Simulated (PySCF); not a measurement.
Computed IR spectrum (relative IR intensity) of a molecule C3H7BN2. Geometry: PBE-D3(BJ)/def2-SVP. One conformer was computed; it need not be the lowest. Calculation: PySCF with PBE-D3(BJ)/def2-SVP. Harmonic, unscaled wavenumbers; measured fundamentals usually lie a few per cent lower.

```tsv
ν (cm⁻¹)	relative intensity
166	7.5
262	90
331	12
402	18
487	13
698	22
947	2.8
959	2.3
1031	3.3
1078	5.2
1188	15
1237	4.5
1307	17
1327	20
1402	14
1467	36
1553	100
1593	69
2895	40
2916	18
3100	7.5
3127	8.5
3546	18
3584	8.6
3647	12
```

Question: Identify the compound among the candidates.
(A) CC1=NCB1N
(B) C#CB(N)NC
(C) NB1C=CCN1
(D) NB1C=NCC1

Answer: C, NB1C=CCN1
